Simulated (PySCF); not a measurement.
An unknown is described by computed data only.

Elements present: C, H, N and Si. Monoisotopic mass: 115.0566 u.

- UV, first state: lowest singlet excitation: 6.24 eV (199 nm, f = 0.032) [TDDFT B3LYP/def2-SVPD]
- 1H NMR: chemical shifts (computed TMS as zero) by class: 5.33 (1 H), 2.54 (2 H), 0.72 (2 H), 0.48 (4 H) ppm [GIAO PBE0/pcSseg-1]
- NMR, other nuclei: isotropic shieldings of nuclei other than C and H, by class: -31 (1 N), 241 (2 N), 371 (1 Si) ppm [GIAO PBE0/pcSseg-1]
- Polarisability: 80.4 au [B3LYP/def2-SVPD]
- 13C NMR: chemical shifts (computed TMS as zero) by class: 125.7 (1 C), 14.3 (1 C), 11.5 (1 C) ppm [GIAO PBE0/pcSseg-1]
- UV, strongest line: among the 8 lowest singlet transitions: S2 at 6.57 eV (189 nm, f = 0.059) [TDDFT B3LYP/def2-SVPD]
- Triplet: lowest triplet excitation (Tamm–Dancoff): 5.98 eV [TDA B3LYP/def2-SVPD]
- Dipole: 4.69 D [B3LYP/def2-SVPD]
- Rotational structure: rotational constants A, B, C: 3.708, 1.181, 1.128 GHz [GFN2-xTB]

The electronic properties come from PySCF, for the isolated species, density fitting. Levels stand in brackets. The structure is a single GFN2-xTB conformer in the gas phase; no vibrational or solvent corrections. Each NMR value is the plain mean over a class of atoms that symmetry, rotation or inversion makes alike.

Task: Which formula fits the mass and the elements?

Result: C3H9N3Si (calculated 115.0566). No other formula that holds each of these elements comes within 0.0003 u with a fitting electron parity and a possible valence count.

Task: What is the compound? Reason from the data.

Result: Numbering: `[N:1]#[C:2][CH2:3][CH2:4][SiH:5]([NH2:6])[NH2:7]`. Its formula, C3H9N3Si, gives 2 degrees of unsaturation: 0 rings and 2 π bonds in the structure found. 3 carbons fall into 3 classes; from least to most shielded: nitrile carbon [C2] (125.7 ppm), sp3 carbon bound to silicon [C4] (14.3 ppm), sp3 carbon next to a nitrile [C3] (11.5 ppm). Hydrogen classes from least to most shielded: 1 H on an SiH silicon, Si5 (5.33 ppm), 2 H on an sp3 carbon next to a nitrile, C3 (2.54 ppm), 2 H on an sp3 carbon bound to silicon, C4 (0.72 ppm), 4 H on 2 silicon-bound nitrogens, N6/N7 (0.48 ppm, a mean of values up to 0.5 ppm apart in this geometry). The other shieldings belong to: -31 ppm, nitrile nitrogen [N1]; 241 ppm, silicon-bound nitrogen [N6/N7]; 371 ppm, SiH silicon [Si5]. The optimised geometry has point group C1 and is an asymmetric top. Structure: `N#CCC[SiH](N)N`. Computed isomers that give other values at the same levels: `CNC[Si@H](N)C#N` (13C chemical shifts (computed TMS as zero) by class: 126.6 (1 C), 43.8 (1 C), 43.6 (1 C) ppm). The assignments are read from this structure; whether some other isomer fits the data as well wasn't checked.

The values belong to the conformer `[N:1]#[C:2][CH2:3][CH2:4][SiH:5]([NH2:6])[NH2:7]`: C2–C3–C4–Si5 70°, C3–C4–Si5–N6 62°, H–N6–Si5–C4 58°, H–N6–Si5–C4 -166°, H–N7–Si5–C4 50°, H–N7–Si5–C4 -173°.
